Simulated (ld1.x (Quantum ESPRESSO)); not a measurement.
Results of a calculation; reference values are marked as such.
Potentials for nitrogen compared

Generated with ld1.x 7.5 (TM, RRKJ, ultrasoft, PAW), atompaw 4.2 or ONCVPSP 4.0.1. The cutoff is in Ry: for ld1.x and atompaw files where the sum of valence levels is converged to 10 mRy in a Bessel basis, for ONCV files where the hardest occupied wave has 1 mHa per electron of residual kinetic energy. The error is the largest all-electron minus pseudo excitation energy over each file’s own four to seven test configurations (ionisations up to +4, promotions, holes and added fractions of an electron), all of which were solved. The labels leave out finer settings (local radius, basis sizes, second energies), which also bear on the numbers. Spin-polarised tests are not counted. The rows are a selection from randomly drawn settings: files with unsolved tests, undetermined cutoffs or missed reference levels are left out.

```tsv
potential	cutoff (Ry)	largest error (meV)	bound ghosts
ultrasoft, PW91, scalar-relativistic, rc 0.85/1.40 (sp), local smoothed, core correction yes, reference 2s2 2p2	45	+45	none
TM semilocal, PBE, scalar-relativistic, rc 1.10/1.15 (sp), local s, core correction yes, reference 2s1.5 2p3.5	80	+602	none
TM, LDA (PZ), fully relativistic, rc 0.75/1.60/1.65 (spd), local s, core correction no, reference 2s2 2p3	100	+1550	none
ultrasoft, PBE, non-relativistic, rc 1.15/1.75 (sp), local smoothed, core correction yes, reference 2s2 2p3	21	-201	none
ultrasoft, PBE, scalar-relativistic, rc 0.70/1.85 (sp), local smoothed, core correction yes, reference 2s2 2p3	70	+193	none
```

Q: Fill in the row for N: RRKJ, PBEsol, scalar-relativistic, rc 0.90/1.55/1.30 (spd), local p, core correction no, reference 2s2 2p3.

A: cutoff 70 Ry, largest error +1081 meV, bound ghosts: none.

Q: Fill in the row for N: PAW, PBEsol, scalar-relativistic, rc 1.20/2.45/2.65 (spd), local smoothed, core correction yes, reference 2s2 2p3.

A: cutoff 15 Ry, largest error +3.5 meV, bound ghosts: none.

Q: Fill in the row for N: TM semilocal, PBE, non-relativistic, rc 1.15/2.30 (sp), local s, core correction no, reference 2s1.75 2p3.25.

A: cutoff 40 Ry, largest error +4495 meV, bound ghosts: none.
